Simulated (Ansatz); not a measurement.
Ansatz (a first-principles code) job for Ge(H)2(Cl)(OMe) (CH5ClGeO), SMILES [O]([GeH2][Cl])C, PBE-D3(BJ)/def2-SVP. 

Ansatz 0.2 input:
```yaml
crystal:
  periodic: [false, false, false]
  atoms:
    - {symbol: Ge, position_ang: [0.45374169, -0.20340769, -0.49690006]}
    - {symbol: Cl, position_ang: [0.81843025, 1.14576500, 1.07078609]}
    - {symbol: O, position_ang: [-1.04798434, -1.03173739, -0.17255545]}
    - {symbol: C, position_ang: [-2.31395988, -0.47812673, 0.12565219]}
    - {symbol: H, position_ang: [1.38980488, -1.37160107, -0.49996001]}
    - {symbol: H, position_ang: [0.40401770, 0.57079293, -1.79922612]}
    - {symbol: H, position_ang: [-2.24670779, 0.27739779, 0.91359041]}
    - {symbol: H, position_ang: [-2.76529275, -0.02553600, -0.76049102]}
    - {symbol: H, position_ang: [-2.94723633, -1.29735329, 0.47005560]}
basis:
  gaussian:
    orbitals: def2-SVP
hamiltonian:
  xc: pbe
  dispersion: d3bj
relax: {f_tol: 0.002, max_steps: 200}
```

Output:

```
Functional definition: PBE
integrals: 0.05 GiB planned
1137 factors; their error is unknown
mean field: 0.27 GiB planned
mean field evaluation 1: about -72169.9794 eV, gradient 5.7e1 eV
mean field evaluation 2: about -72123.3073 eV, gradient 1.6e2 eV
mean field evaluation 4: about -72176.3179 eV, gradient 1.2e1 eV
mean field evaluation 8: about -72176.5818 eV, gradient 2.0e-1 eV
mean field evaluation 16: about -72176.5189 eV, gradient 3.9e-5 eV
mean field -72176.51894189 eV, -2652.4381481129 hartree, gradient 3.9e-5 eV, S^2 0.000000; 0 other end points of the search recorded, 0 dependent functions left out
the calculation of the forces begins
reference -72176.51897563 eV, -2652.4381493525 hartree; 34, 34 occupied and 69, 69 virtual orbitals, 1137 factors
relax step   1: F+E_penalty+E_count = -72176.69559522 eV  Δ(F+E_penalty+E_count) = +0.000e0 eV  max|allowed force component| = 1.090e0 eV/Å  Δτ_max = 0.0000 Å  (26 SCF iters, accepted)
these checks for a lower state are left out or cut short: starts, cluster_reference, orbital_swaps, neighbouring_geometries, increment
integrals: 0.05 GiB planned
1137 factors; their error is unknown
mean field: 0.27 GiB planned
mean field -72176.67408251 eV, -2652.4438494255 hartree, gradient 1.7e-5 eV, S^2 0.000000; 0 other end points of the search recorded, 0 dependent functions left out
the calculation of the forces begins
reference -72176.67411632 eV, -2652.4438506678 hartree; 34, 34 occupied and 69, 69 virtual orbitals, 1137 factors
relax step   2: F+E_penalty+E_count = -72176.84829351 eV  Δ(F+E_penalty+E_count) = -1.527e-1 eV  max|allowed force component| = 4.168e-1 eV/Å  Δτ_max = 0.0963 Å  (28 SCF iters, accepted)
these checks for a lower state are left out or cut short: starts, cluster_reference, orbital_swaps, neighbouring_geometries, increment
integrals: 0.05 GiB planned
1137 factors; their error is unknown
mean field: 0.27 GiB planned
mean field -72176.69121733 eV, -2652.4444791184 hartree, gradient 1.1e-5 eV, S^2 0.000000; 0 other end points of the search recorded, 0 dependent functions left out
the calculation of the forces begins
reference -72176.69125097 eV, -2652.4444803549 hartree; 34, 34 occupied and 69, 69 virtual orbitals, 1137 factors
relax step   3: F+E_penalty+E_count = -72176.86598437 eV  Δ(F+E_penalty+E_count) = -1.769e-2 eV  max|allowed force component| = 2.165e-1 eV/Å  Δτ_max = 0.0458 Å  (28 SCF iters, accepted)
these checks for a lower state are left out or cut short: starts, cluster_reference, orbital_swaps, neighbouring_geometries, increment
integrals: 0.05 GiB planned
1137 factors; their error is unknown
mean field: 0.27 GiB planned
mean field evaluation 32: about -72176.6580 eV, gradient 5.7e0 eV
mean field -72176.69693687 eV, -2652.4446893077 hartree, gradient 9.5e-6 eV, S^2 0.000000; 0 other end points of the search recorded, 0 dependent functions left out
the calculation of the forces begins
reference -72176.69697048 eV, -2652.4446905429 hartree; 34, 34 occupied and 69, 69 virtual orbitals, 1137 factors
relax step   4: F+E_penalty+E_count = -72176.87391727 eV  Δ(F+E_penalty+E_count) = -7.933e-3 eV  max|allowed force component| = 2.280e-1 eV/Å  Δτ_max = 0.1336 Å  (29 SCF iters, accepted)
these checks for a lower state are left out or cut short: starts, cluster_reference, orbital_swaps, neighbouring_geometries, increment
integrals: 0.05 GiB planned
1137 factors; their error is unknown
mean field: 0.27 GiB planned
mean field -72176.70078140 eV, -2652.4448305913 hartree, gradient 1.0e-5 eV, S^2 0.000000; 0 other end points of the search recorded, 0 dependent functions left out
the calculation of the forces begins
reference -72176.70081500 eV, -2652.4448318262 hartree; 34, 34 occupied and 69, 69 virtual orbitals, 1137 factors
relax step   5: F+E_penalty+E_count = -72176.87827470 eV  Δ(F+E_penalty+E_count) = -4.357e-3 eV  max|allowed force component| = 7.723e-2 eV/Å  Δτ_max = 0.0235 Å  (29 SCF iters, accepted)
these checks for a lower state are left out or cut short: starts, cluster_reference, orbital_swaps, neighbouring_geometries, increment
integrals: 0.05 GiB planned
1137 factors; their error is unknown
mean field: 0.27 GiB planned
mean field -72176.70221189 eV, -2652.4448831612 hartree, gradient 1.1e-5 eV, S^2 0.000000; 0 other end points of the search recorded, 0 dependent functions left out
the calculation of the forces begins
reference -72176.70224562 eV, -2652.4448844005 hartree; 34, 34 occupied and 69, 69 virtual orbitals, 1137 factors
relax step   6: F+E_penalty+E_count = -72176.87903253 eV  Δ(F+E_penalty+E_count) = -7.578e-4 eV  max|allowed force component| = 6.392e-2 eV/Å  Δτ_max = 0.0573 Å  (29 SCF iters, accepted)
these checks for a lower state are left out or cut short: starts, cluster_reference, orbital_swaps, neighbouring_geometries, increment
integrals: 0.05 GiB planned
1137 factors; their error is unknown
mean field: 0.27 GiB planned
mean field -72176.70237516 eV, -2652.4448891610 hartree, gradient 9.4e-6 eV, S^2 0.000000; 0 other end points of the search recorded, 0 dependent functions left out
the calculation of the forces begins
reference -72176.70240888 eV, -2652.4448904002 hartree; 34, 34 occupied and 69, 69 virtual orbitals, 1137 factors
relax step   7: F+E_penalty+E_count = -72176.87924292 eV  Δ(F+E_penalty+E_count) = -2.104e-4 eV  max|allowed force component| = 8.980e-3 eV/Å  Δτ_max = 0.0079 Å  (31 SCF iters, accepted)
these checks for a lower state are left out or cut short: starts, cluster_reference, orbital_swaps, neighbouring_geometries, increment
integrals: 0.05 GiB planned
1137 factors; their error is unknown
mean field: 0.27 GiB planned
mean field evaluation 64: about -72176.7023 eV, gradient 2.6e-5 eV
mean field -72176.70232996 eV, -2652.4448874999 hartree, gradient 2.6e-5 eV, S^2 0.000000; 0 other end points of the search recorded, 0 dependent functions left out
the calculation of the forces begins
reference -72176.70236367 eV, -2652.4448887389 hartree; 34, 34 occupied and 69, 69 virtual orbitals, 1137 factors
relax step   8: F+E_penalty+E_count = -72176.87925136 eV  Δ(F+E_penalty+E_count) = -8.438e-6 eV  max|allowed force component| = 9.044e-4 eV/Å  Δτ_max = 0.0020 Å  (21 SCF iters, accepted)
integrals: 0.05 GiB planned
1137 factors; their error is unknown
mean field: 0.27 GiB planned
mean field -72176.70232996 eV, -2652.4448874999 hartree, gradient 2.6e-5 eV, S^2 0.000000; 1 other end points of the search recorded, 0 dependent functions left out
the calculation of the forces begins
reference -72176.70236367 eV, -2652.4448887389 hartree; 34, 34 occupied and 69, 69 virtual orbitals, 1137 factors
Total energy: -72176.87928508 eV, -2652.4513904807 hartree
Atom 0 at     0.415481    -0.266642    -0.491918 Å, force     0.000164    -0.000078     0.000904 eV/Å
Atom 1 at     0.833756     1.188148     1.084387 Å, force    -0.000387    -0.000208    -0.000266 eV/Å
Atom 2 at    -1.056989    -1.179722    -0.052656 Å, force     0.000509     0.000049    -0.000266 eV/Å
Atom 3 at    -2.279905    -0.480736     0.119630 Å, force    -0.000170     0.000554    -0.000259 eV/Å
Atom 4 at     1.540107    -1.318789    -0.531893 Å, force    -0.000047     0.000270    -0.000345 eV/Å
Atom 5 at     0.181649     0.548876    -1.791248 Å, force    -0.000092    -0.000329    -0.000168 eV/Å
Atom 6 at    -2.225925     0.258830     0.950649 Å, force     0.000159    -0.000122     0.000205 eV/Å
Atom 7 at    -2.597971     0.059999    -0.803451 Å, force     0.000343     0.000240    -0.000142 eV/Å
Atom 8 at    -3.065389    -1.223771     0.367452 Å, force    -0.000479    -0.000376     0.000337 eV/Å
Dipole moment:    -0.121486    -0.013851    -0.285037 e Å
```

The run converged.

Cost: roughly 40 core-seconds.
